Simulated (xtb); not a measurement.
Al (SMILES [Al-]), charge -1, triplet (GFN-xTB shapes and energies of metal compounds can be far from the true ones); GFN2-xTB (xtb 6.7.1).

xtb was given this input:
```
$ xtb mol.xyz --gfn 2 --chrg -1 --uhf 2 --json

# file mol.xyz
1

Al     0.00000000     0.00000000     0.00000000
```

Task: Predict the main parts of the log of this xtb run.

Result: 
```
   ID    Z sym.   atoms
    1   13 Al     1

           -------------------------------------------------
          |                Calculation Setup                |
           -------------------------------------------------

           -------------------------------------------------
          |                 G F N 2 - x T B                 |
           -------------------------------------------------

          ...................................................
          :                      SETUP                      :
          :.................................................:
          :  # basis functions                  10          :
          :  # atomic orbitals                   9          :
          :  # shells                            3          :
          :  # electrons                         4          :
          :  max. iterations                   250          :
          :  Hamiltonian                  GFN2-xTB          :
          :  restarted?                      false          :
          :  GBSA solvation                  false          :
          :  PC potential                    false          :
          :  electronic temp.          300.0000000     K    :
          :  accuracy                    1.0000000          :
          :  -> integral cutoff          0.2500000E+02      :
          :  -> integral neglect         0.1000000E-07      :
          :  -> SCF convergence          0.1000000E-05 Eh   :
          :  -> wf. convergence          0.1000000E-03 e    :
          :  Broyden damping             0.4000000          :
          :  net charge                         -1          :
          :  unpaired electrons                  2          :
          ...................................................

 iter      E             dE          RMSdq      gap      omega  full diag
   1     -0.9751173 -0.975117E+00  0.943E+00    0.00       0.0  T
   2     -0.9751173  0.000000E+00  0.754E+00    0.00       0.0  T
   3     -0.9751173  0.000000E+00  0.581E+00    0.00       0.0  T
   4     -0.9751173  0.000000E+00  0.465E+00    0.00       0.0  T
   5     -0.9751173  0.000000E+00  0.372E+00    0.00       0.0  T
   6     -0.9751173  0.000000E+00  0.297E+00    0.00       0.0  T
   7     -0.9751173  0.111022E-15  0.238E+00    0.00       0.0  T
   8     -0.9751173  0.111022E-15  0.190E+00    0.00       0.0  T
   9     -0.9751173  0.288658E-14  0.152E+00    0.00       0.0  T
  10     -0.9751173  0.150990E-13  0.122E+00    0.00       0.0  T
  11     -0.9751173  0.530687E-13  0.974E-01    0.00       0.0  T
  12     -0.9751173  0.138556E-12  0.779E-01    0.00       0.0  T
  13     -0.9751173  0.282885E-12  0.624E-01    0.00       0.0  T
  14     -0.9751173  0.475731E-12  0.499E-01    0.00       0.0  T
  15     -0.9751173  0.687561E-12  0.399E-01    0.00       0.0  T
  16     -0.9751173  0.880962E-12  0.319E-01    0.00       0.0  T
  17     -0.9751173  0.102574E-11  0.255E-01    0.00       0.0  T
  18     -0.9751173  0.110645E-11  0.204E-01    0.00       0.0  T
  19     -0.9751173  0.112388E-11  0.163E-01    0.00       0.0  T
  20     -0.9751173  0.108835E-11  0.131E-01    0.00       0.0  T
  21     -0.9751173  0.101297E-11  0.105E-01    0.00       0.0  T
  22     -0.9751173  0.916045E-12  0.837E-02    0.00       0.0  T
  23     -0.9751173  0.807243E-12  0.670E-02    0.00       0.0  T
  24     -0.9751173  0.698108E-12  0.536E-02    0.00       0.0  T
  25     -0.9751173  0.593969E-12  0.429E-02    0.00       0.0  T
  26     -0.9751173  0.499711E-12  0.343E-02    0.00       0.0  T
  27     -0.9751173  0.416001E-12  0.274E-02    0.00       0.0  T
  28     -0.9751173  0.343725E-12  0.219E-02    0.00       0.0  T
  29     -0.9751173  0.281775E-12  0.176E-02    0.00       0.0  T
  30     -0.9751173  0.230038E-12  0.140E-02    0.00       0.0  T
  31     -0.9751173  0.186851E-12  0.112E-02    0.00       0.0  T
  32     -0.9751173  0.151545E-12  0.899E-03    0.00       0.0  T
  33     -0.9751173  0.122680E-12  0.719E-03    0.00       0.0  T
  34     -0.9751173  0.989209E-13  0.575E-03    0.00       0.0  T
  35     -0.9751173  0.796030E-13  0.460E-03    0.00       0.0  T
  36     -0.9751173  0.638378E-13  0.368E-03    0.00       0.0  T
  37     -0.9751173  0.516254E-13  0.294E-03    0.00       0.0  T
  38     -0.9751173  0.415223E-13  0.236E-03    0.00       0.0  T
  39     -0.9751173  0.330846E-13  0.188E-03    0.00       0.0  T
  40     -0.9751173  0.262013E-13  0.151E-03    0.00       0.0  T
  41     -0.9751173  0.212053E-13  0.121E-03    0.00       0.0  T
  42     -0.9751173  0.173195E-13  0.965E-04    0.00       0.0  T
  43     -0.9751173  0.138778E-13  0.772E-04    0.00       0.0  T

   *** convergence criteria satisfied after 43 iterations ***

 transition dipole moment (au) for excitation:           2           3
     X       Y       Z
  -0.0000  -0.0000  -0.0000  total (au/Debye):    0.000   0.000
 dE (eV)             :    0.000
 oscillator strength :  0.15767E-44

         :::::::::::::::::::::::::::::::::::::::::::::::::::::
         ::                     SUMMARY                     ::
         :::::::::::::::::::::::::::::::::::::::::::::::::::::
         :: total energy              -0.975117276780 Eh    ::
         :: gradient norm              0.000000000000 Eh/a0 ::
         :: HOMO-LUMO gap              0.000000000000 eV    ::
         ::.................................................::
         :: SCC energy                -0.975117276780 Eh    ::
         :: -> isotropic ES            0.148055666763 Eh    ::
         :: -> anisotropic ES          0.000000000000 Eh    ::
         :: -> anisotropic XC         -0.000000000000 Eh    ::
         :: -> dispersion              0.000000000000 Eh    ::
         :: repulsion energy           0.000000000000 Eh    ::
         :: add. restraining           0.000000000000 Eh    ::
         :: total charge              -1.000000000173 e     ::
         :::::::::::::::::::::::::::::::::::::::::::::::::::::

           -------------------------------------------------
          |                Property Printout                |
           -------------------------------------------------

    * Orbital Energies and Occupations

         #    Occupation            Energy/Eh            Energy/eV
      -------------------------------------------------------------
         1        2.0000            0.0109550               0.2981
         2        0.6667            0.0549419               1.4950
         3        0.6667            0.0549419               1.4950 (HOMO)
         4        0.6667            0.0549419               1.4950 (LUMO)
         5                          0.2784668               7.5775
         6                          0.2784668               7.5775
         7                          0.2784668               7.5775
         8                          0.2784668               7.5775
         9                          0.2784668               7.5775
      -------------------------------------------------------------
                  HL-Gap            0.0000000 Eh            0.0000 eV
             Fermi-level            0.0440369 Eh            1.1983 eV

     #   Z          covCN         q      C6AA      α(0)
     1  13 Al       0.000    -1.000   714.212    69.231

 Mol. C6AA /au·bohr⁶  :        714.211701
 Mol. C8AA /au·bohr⁸  :      68450.735986
 Mol. α(0) /au        :         69.230724

Wiberg/Mayer (AO) data.
largest (>0.10) Wiberg bond orders for each atom

 ---------------------------------------------------------------------------
     #   Z sym  total        # sym  WBO       # sym  WBO       # sym  WBO
 ---------------------------------------------------------------------------
     1  13 Al   0.000
 ---------------------------------------------------------------------------

molecular dipole:
                 x           y           z       tot (Debye)
 q only:        0.000       0.000       0.000
   full:        0.000      -0.000      -0.000       0.000
molecular quadrupole (traceless):
                xx          xy          yy          xz          yz          zz
 q only:        0.000       0.000       0.000       0.000       0.000       0.000
  q+dip:        0.000       0.000       0.000       0.000       0.000       0.000
   full:        0.000      -0.000      -0.000      -0.000      -0.000      -0.000

           -------------------------------------------------
          | TOTAL ENERGY               -0.975117276780 Eh   |
          | GRADIENT NORM               0.000000000000 Eh/α |
          | HOMO-LUMO GAP               0.000000000000 eV   |
           -------------------------------------------------

normal termination of xtb
```
